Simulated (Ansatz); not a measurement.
Cost and result up the ladder for the cluster HfAl6 (7 atoms). Total charge 0; singlet. Geometry: r2SCAN-D4/def2-SVP.

Cartesian coordinates in Å:
```
Hf 0.935 0.793 1.296
Al -1.051 -1.129 0.586
Al 1.797 -1.627 0.277
Al -1.754 1.283 1.011
Al -0.179 2.667 -0.469
Al 0.281 0.277 -1.257
Al -0.029 -2.264 -1.443
```

Ansatz on 4 threads of Arm Neoverse V1 on a shared host. Times are rough, and most runs start from the orbitals of an earlier one. No level here is sound enough to serve as a yardstick. Binding counts from free atoms at the same level (Hf triplet, Al doublet; other spins of the atoms weren't run), without zero-point energy or a counterpoise term.

In the def2 sets Hf takes a core potential; there is no spin–orbit coupling. HSE06 is defined as in plane-wave codes, on full-range PBE exchange. No other spin state of charge 0 was run. Another isomer (singlet) lies 0.82 eV lower at PBE0-D4/def2-TZVP; other spin states weren't run for this one.

Run but left out: BHLYP-D4/def2-TZVP (restricted singlet, unstable in another Hartree–Fock run and untested here); CCSD(T)/def2-TZVP (restricted singlet, unstable towards broken spin symmetry).

```tsv
level	functions	wall time	binding energy per atom (eV)	remarks
PBE-D4/def2-TZVP (with forces)	262	7.5 s	2.36	restricted SCF unstable in HF
HSE06-D4/def2-TZVP	262	10 s	2.23	restricted SCF unstable in HF
PBE0-D4/def2-TZVP	262	14 s	2.22	restricted SCF unstable in HF
r2SCAN-D4/def2-TZVP	262	14 s	2.32	restricted SCF unstable in HF
```
